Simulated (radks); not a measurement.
Task: The europium ion Eu2+, configuration [Xe] 4f6 6f1 (not the ground configuration). All-electron calculation, scalar-relativistic Kohn-Sham, BLYP, spin-polarised, spherical densities, finite nucleus; open shells are filled with parallel spins first (spin-orbit coupling, left out, can overturn this in heavy ions); Fermi nuclear charge, rms radius 5.1115 fm. Program: a radial shooting solver on a logarithmic mesh with Libxc functionals. Some entries of the table are withheld. Estimate them.

| orbital | occ. | eigenvalue (eV) | <1/r> (bohr^-1) |
|---|---|---|---|
| 1s down | 1 | -48395.37 | 70.22 |
| 1s up | 1 | -48395.37 | 70.22 |
| 2s up | 1 | -7970.211 | 16.27 |
| 2s down | 1 | -7970.171 | 16.27 |
| 2p up | 3 | -7105.079 | 15.23 |
| 2p down | 3 | -7105.051 | 15.23 |
| 3s up | 1 | -1776.404 | 5.960 |
| 3s down | 1 | -1774.265 | 5.965 |
| 3p up | 3 | -1507.127 | 5.611 |
| 3p down | 3 | -1505.001 | 5.616 |
| 3d up | 5 | -1146.571 | 5.325 |
| 3d down | 5 | -1144.932 | 5.330 |
| 4s up | 1 | -376.6711 | 2.510 |
| 4s down | 1 | -371.4576 | 2.510 |
| 4p up | 3 | -287.9492 | 2.310 |
| 4p down | 3 | -282.7813 | 2.309 |
| 4d up | 5 | -164.2735 | 2.033 |
| 4d down | 5 | -159.1946 | 2.030 |
| 5s up | 1 | -70.0811 | 0.9885 |
| 5s down | 1 | -67.4820 | 0.9717 |
| 5p up | 3 | -47.9037 | 0.8444 |
| 5p down | 3 | -45.9517 | 0.8258 |
| 4f up | 6 | -30.9008 | 1.495 |
| 6f up | 1 | (1) | (2) |

Result: 
(1) 6f up eigenvalue (eV): -4.4679
(2) 6f up <1/r> (bohr^-1): 0.1436
